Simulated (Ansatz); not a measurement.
`OC(O)(F)[SiH3]`, relaxed with RKS PBE0-D4/def2-TZVP in the Gaussian-basis code of Ansatz from a PBE-D4/def2-SVP geometry. The force threshold is 0.005 eV/Å; the program also tests the step.

Total charge 0; spin multiplicity 1.

Start:

```xyz
10

O    -1.375    0.850    0.154
C    -0.401    0.103   -0.482
O     0.347    0.864   -1.392
F    -0.990   -0.869   -1.283
Si    0.672   -0.796    0.862
H    -1.894    1.296   -0.551
H     0.765    1.586   -0.884
H     1.642   -1.691    0.151
H    -0.196   -1.592    1.792
H     1.430    0.250    1.633
```

(1) By how much does the energy fall, and how many steps does the optimiser take? (Best estimate.)

(2) Which bonds change most? (Best estimate.)

(3) Give the relaxed structure. (Estimate.)

Results:

(1) The calculation gave: 3.33 kJ/mol, in 6 steps.

(2) Computed: Si5–H10 from 1.505 to 1.487 Å; Si5–H9 from 1.500 to 1.482 Å; Si5–H8 from 1.500 to 1.482 Å; C2–F4 from 1.390 to 1.375 Å.

(3) Ansatz gave: 
```xyz
10

O    -1.373    0.823    0.144
C    -0.391    0.093   -0.478
O     0.351    0.869   -1.363
F    -0.970   -0.849   -1.295
Si    0.674   -0.799    0.859
H    -1.883    1.277   -0.543
H     0.746    1.590   -0.863
H     1.611   -1.706    0.157
H    -0.197   -1.549    1.794
H     1.434    0.251    1.587
```
